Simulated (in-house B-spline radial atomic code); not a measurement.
Results of a calculation; reference values are marked as such.
**Extrapolating the RPA correlation energy in partial waves: Cs⁺**

All-electron RPA on PBE orbitals from an all-electron radial atomic-structure program (B-spline basis), scalar-relativistic (spin-free one-electron X2C), finite nucleus, configuration [Kr] 4d10 5s2 5p6. Spin-orbit coupling, left out, splits p levels strongly here. With empty states up to angular momentum L the sums are:

```
L  E_c(L) (hartree)
4         -3.618002
5         -3.924763
6         -4.075641
7         -4.156088
8         -4.200043
9         -4.226011
```

For large l each further wave adds A/(l + 1/2)⁴, because the basis must build the cusp where two electrons meet.

(1) Estimate the limit from L = 8 and L = 9.

(2) How good is the estimate?

Results:

(1) Wave 9 adds -0.025968, against a sum of (l + 1/2)⁻⁴ of 1.22774e-04, so A = -211.51. The sum over l > 9 is ζ(4, 10.5) = 3.3168e-04, close to 1/(3 × 10³) = 3.3333e-04. The tail is -0.070154 and the limit -4.29617 hartree.

(2) A run to L = 11 sums to -4.25297 and extrapolates to -4.28886 hartree, 2.78 millihartree from the run before, so it has not settled and is itself too deep. The estimate differs from that by -7.30 millihartree, while the bare sum at L = 9 misses 62.9 millihartree (1.5 %).
